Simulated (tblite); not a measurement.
C6H10N (doublet state).
SMILES with atom numbers: `[CH2:1]=[CH:2]/[CH:3]=[CH:4]\[CH2:5][CH2:6][NH:7]` (hydrogens: H8, H9 on C1; H10 on C2; H11 on C3; H12 on C4; H13, H14 on C5; H15, H16 on C6; H17 on N7)

The geometry is computed with GFN2-xTB (gas phase). This method treats the open shell by occupation alone, without spin polarisation.

**Question.** List the bond lengths, angles and torsions at this level.

**Answer.** 
```csv
bond,length (bohr)
C1=C2,2.512
C2–C3,2.732
C3=C4,2.523
C4–C5,2.822
C5–C6,2.911
C6–N7,2.623
C1–H8,2.034
C1–H9,2.037
C2–H10,2.043
C3–H11,2.047
C4–H12,2.046
"C5–H13, C5–H14",2.065
"C6–H15, C6–H16",2.090
N7–H17,1.923
```

Bonds in one row agree within 0.02 bohr and their mean is given. A selection of angles:
```csv
angle,degrees
C2–C1–H8,122.0
C2–C1–H9,121.5
H8–C1–H9,116.4
C1–C2–C3,123.0
C1–C2–H10,119.4
C3–C2–H10,117.7
C2–C3–C4,126.8
C2–C3–H11,114.8
C4–C3–H11,118.4
C3–C4–C5,126.8
C3–C4–H12,118.5
C5–C4–H12,114.6
C4–C5–C6,110.7
C4–C5–H13,109.4
C4–C5–H14,111.4
C6–C5–H13,108.2
C6–C5–H14,108.9
H13–C5–H14,108.1
C5–C6–N7,118.4
C5–C6–H15,109.3
N7–C6–H15,107.2
H15–C6–H16,103.1
C6–N7–H17,112.8
```

Torsions: C1–C2–C3–C4 177° (antiperiplanar); C2–C3–C4–C5 -2° (synperiplanar); C3–C4–C5–C6 -101° (anticlinal); C4–C5–C6–N7 -179° (antiperiplanar); H17–N7–C6–C5 -5° (synperiplanar). The mirror-image conformer, all signs reversed, is as good.

N7 (nitrogen bonded to C and H) is bent (angle 112.8°). The C–C distances run from 1.330 Å (C1=C2, drawn double) to 1.540 Å (C5–C6, drawn single), a spread of 0.210 Å. C3 (carbon bonded to 2 C and H) is planar (angles 126.8°, 118.4° and 114.8°, sum 360.0°, 0.00 Å off the plane of its three neighbours). C1 (carbon bonded to C and 2 H) is planar (angles 122.0°, 121.5° and 116.4°, sum 360.0°, 0.00 Å off the plane of its three neighbours). Of the pairs four or more bonds apart, H10···H14 is among the closest relative to their van der Waals radii: 2.12 Å, 88 % of the sum of Bondi's values. C2 (carbon bonded to 2 C and H) is planar (angles 123.0°, 119.4° and 117.7°, sum 360.0°, 0.00 Å off the plane of its three neighbours). C4 (carbon bonded to 2 C and H) is planar (angles 126.8°, 118.5° and 114.6°, sum 359.9°, 0.02 Å off the plane of its three neighbours).

Point group: C1 (no symmetry element, even within 0.4 Å). Its lowest GFN2-xTB frequency is 3i cm⁻¹, too small to tell a flat minimum from a shallow saddle. Torsions: C1–C2–C3–C4 177°, C3–C4–C5–C6 -101°, C4–C5–C6–N7 -179°, C5–C6–N7–H -5°. 3 starts were optimised and ended at 0.00, 0.91 and 1.04 kcal/mol (GFN2-xTB); the lowest of these is shown.
